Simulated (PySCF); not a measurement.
C3F3, SMILES [C]#CC(F)(F)F, multiplicity 2. Geometry optimised at PBE0-D3(BJ)/def2-SVP. The isomer is the one that the SMILES or the coordinates give; other isomers of the formula were not compared.

All values below come from PBE0-D3(BJ)/def2-SVP run with PySCF.

Harmonic wavenumbers (cm⁻¹): 171, 171, 451, 451, 554, 611, 611, 842, 1249, 1249, 1282, 2297. Rotational constants (GHz): 5.740, 3.090, 3.090; symmetry number 3.

**Question.** Work out the zero-point energy and the ideal-gas rigid-rotor harmonic-oscillator thermochemistry at 298.15 K and 1 atm.

**Answer.** ZPE = ½ Σ hcν = ½ × 9939 cm⁻¹ = 59.45 kJ/mol. H − E(el) = 75.52 kJ/mol. Entropy in J/(mol K): translation 165.28, rotation 100.38, vibration 33.95, spin 5.76, total 305.37. G − E(el) = -15.53 kJ/mol. Cp = 78.10 J/(mol K).
